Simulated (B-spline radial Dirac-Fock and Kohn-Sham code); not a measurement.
In the model described below, an L3 (2p3/2) vacancy in Gd⁺, [Xe] 4f7 5d1 6s1, lives for 0.18 fs, which corresponds to a natural width of 3.73 eV. Out of 1000 such holes, about 166 decay by emitting a photon and the rest by ordinary Auger emission. The strongest X-ray line is Lα1 (L3-M5) at 6056.0 eV, with 74 % of the radiative rate. The strongest electron group is L3-M4M5 near 4762 eV, with 21 % of the non-radiative rate.

Model: a relativistic independent-particle model: LDA orbitals of the hole state, radiative multipoles to third order, Auger rates from the Coulomb interaction with a continuum orbital, Dirac-Fock energies. Program: an atomic code on a B-spline grid.

Values without a named source are computed, but for edge energies of neutral atoms, which are taken from tables.
